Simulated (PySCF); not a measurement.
Delta-SCF ions had no search for a lower state. Excitations are Tamm–Dancoff values on a coarser integration grid. The basis has no diffuse functions, so Rydberg states are missing or too high.

Species: C9H10SSi, SMILES `Cc1cc([SiH3])c2sccc2c1` (charge 0, multiplicity 1).

### Question
What T1 excitation (TDA), S1 excitation (TDA) and vertical ionisation energy (Delta-SCF) does PySCF 2.14.0 with PBE-D3(BJ)/def2-TZVP // B3LYP-D3(BJ)/def2-SVP give?

### Answer

The T1 excitation (TDA) comes out as 3.24 eV and the S1 excitation (TDA) is 4.16 eV. The vertical ionisation energy (Delta-SCF) is 7.79 eV.
